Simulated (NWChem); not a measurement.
## Atomisation of C₃H₅FSi

SMILES: C#C[Si@H](C)F
```xyz
10

C      1.5096     1.1020    -1.7963
C      0.8599     0.6787    -0.8576
Si    -0.0959     0.0186     0.5638
C     -0.0734    -1.8456     0.5729
F     -1.6387     0.5274     0.4079
H      2.0811     1.4796    -2.6253
H      0.4310     0.6044     1.8226
H     -0.4829    -2.2446    -0.3685
H      0.9581    -2.2180     0.6835
H     -0.6731    -2.2396     1.4091
```
Charge 0, spin multiplicity 1.

Everything below was run with NWChem. All single points use one geometry, from B3LYP/def2-SVP, a minimum by its harmonic frequencies. It is one conformer; others weren't searched.

Basis set: def2-TZVP. The atomisation energy is electronic alone: no zero-point, thermal, spin-orbit or counterpoise terms. No value is extrapolated to the basis-set limit. Free atoms are single determinants with multiplicities C 3, Si 3, F 2, H 2. Correlated methods freeze the same cores in atoms and molecule, 9 orbitals in all.

```tsv
method	atomisation energy (kcal/mol)	relative cost
PBE0	981.8	under 3
TPSS	988.8	under 3
PBE	999.5	under 3
MP2	976.9	under 3
HF	738.2	under 3
r2SCAN	986.6	under 3
B3LYP	977.2	under 3
BHandHLYP	950.9	1
```

The values span 261.3 kcal/mol, from HF (lowest) to PBE (highest). The cost column gives rough processor time relative to BHandHLYP; each entry includes its own SCF. Costs are the molecule's.

B3LYP has NWChem's definition, with VWN1-RPA local correlation. The structure started from a generated list of species. No SCF solution was tested for a lower state. Open-shell Hartree-Fock references start from PBE0 orbitals; any time given for them includes that run.
